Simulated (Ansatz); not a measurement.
A run on AlH4O2Si (`[OH][Al][O][SiH3]`) radical with other settings.

```yaml
crystal:
  periodic: [false, false, false]
  atoms:
    - {symbol: O, position_ang: [0.998920, 1.884027, -2.301561]}
    - {symbol: Al, position_ang: [1.147134, 1.549366, -0.433904]}
    - {symbol: O, position_ang: [0.176894, 0.108937, 0.290489]}
    - {symbol: Si, position_ang: [-0.722996, -1.250960, 1.098512]}
    - {symbol: H, position_ang: [1.522622, 2.687203, -2.779839]}
    - {symbol: H, position_ang: [-0.868676, -0.957499, 2.732405]}
    - {symbol: H, position_ang: [-2.247582, -1.399850, 0.445736]}
    - {symbol: H, position_ang: [0.096947, -2.685063, 0.885779]}
basis:
  gaussian: {orbitals: aug-pcseg-2, fitting: {mean_field: def2-universal-jkfit}}
magnetization: {spin_polarized: true, initial_magnetization: 1}
hamiltonian: {xc: {name: HSE06}, dispersion: d3bjatm, pseudopotentials: {relativity: none}}
scf: {lower_state_search: full}
output: {forces: true}
```

```sh
$ ansatz run in.yaml --threads 4 --pin off --events-out ev --progress --plain --max-ram 10444MiB
```

Output, abridged:

```
Functional definition: HSE06
482 factors; integrals over basis functions are off by at most 1.4e0 eV
482 factors; integrals over basis functions are off by at most 3.8e-5 eV
mean field evaluation 1: about -18612.2386 eV, gradient 6.0e1 eV
mean field evaluation 2: about -18612.2378 eV, gradient 6.0e1 eV
mean field evaluation 4: about -18624.8252 eV, gradient 1.1e1 eV
mean field evaluation 8: about -18625.5912 eV, gradient 2.1e-1 eV
mean field evaluation 16: about -18625.5912 eV, gradient 1.5e-4 eV
mean field -18625.59124708 eV, -684.4778534509 hartree, gradient 4.8e-5 eV, S^2 0.753407; 2 other end points of the search recorded, 0 dependent functions left out
reference -18625.59132332 eV, -684.4778562526 hartree; 24, 23 occupied and 260, 261 virtual orbitals, 482 factors
Total energy: -18625.69645608 eV, -684.4817198104 hartree
Atom 0 at     0.998920     1.884027    -2.301561 Å, force     2.031666     2.343739     0.896909 eV/Å
Atom 1 at     1.147134     1.549366    -0.433904 Å, force    -1.943599    -2.012961    -1.646697 eV/Å
Atom 2 at     0.176894     0.108937     0.290489 Å, force    -0.304692    -0.491451     0.465388 eV/Å
Atom 3 at    -0.722996    -1.250960     1.098512 Å, force     0.890965     1.337302    -0.778556 eV/Å
Atom 4 at     1.522622     2.687203    -2.779839 Å, force    -1.927691    -3.075861     2.184653 eV/Å
Atom 5 at    -0.868676    -0.957499     2.732405 Å, force     0.233600    -0.326132    -2.191944 eV/Å
Atom 6 at    -2.247582    -1.399850     0.445736 Å, force     2.061211     0.263635     0.825605 eV/Å
Atom 7 at     0.096947    -2.685063     0.885779 Å, force    -1.041460     1.961727     0.244641 eV/Å
Dipole moment:     0.298807     0.342519     0.143975 e Å
```

Hardware: 4 threads of an Intel Xeon 6975P-C on a shared host. Wall time 8.5 s, peak host memory 1.1 GiB.
